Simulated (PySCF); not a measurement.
A GIAO shielding run with PySCF (density fitting, non-relativistic, gas phase) on `CC(S[SiH2]C#C)C`, C$_{5}$H$_{10}$SSi:

```
$ OMP_NUM_THREADS=1 python probes_run.py task.json out

{"job": {"kind": "nmr", "xc": "PBE0", "basis": "pcSseg-1"}, "charge": 0, "multiplicity": 1}
C      3.077065     1.176184     0.721558
C      2.626899     0.162178     0.256922
Si     1.845789    -1.335307    -0.494686
S      0.002300    -0.704489    -1.398690
C     -0.809963     0.187120     0.001669
C     -1.598669    -0.795394     0.849927
C     -1.696555     1.274070    -0.581413
H      3.487433     2.054869     1.130354
H      2.631028    -1.858057    -1.598909
H      1.575144    -2.299966     0.571291
H     -0.005006     0.638991     0.587281
H     -2.361024    -1.281877     0.244910
H     -2.085996    -0.271859     1.671009
H     -0.947154    -1.560746     1.266065
H     -1.107533     1.959374    -1.186032
H     -2.175592     1.834365     0.219546
H     -2.465165     0.832574    -1.211852
```

Hardware: 1 thread of an Intel Xeon Platinum 8488C, shared host. The job also computes population analyses, field gradients.

(1) How large is the calculation?

(2) How long does it take, and how much memory does it need?

Results:

(1) 70 electrons, 183 basis functions and 993 auxiliary functions.

(2) 26 s of wall time, with 14 SCF cycles and 5 response iterations; peak memory 0.88 GiB. Times on a shared host scatter by some tens of per cent.
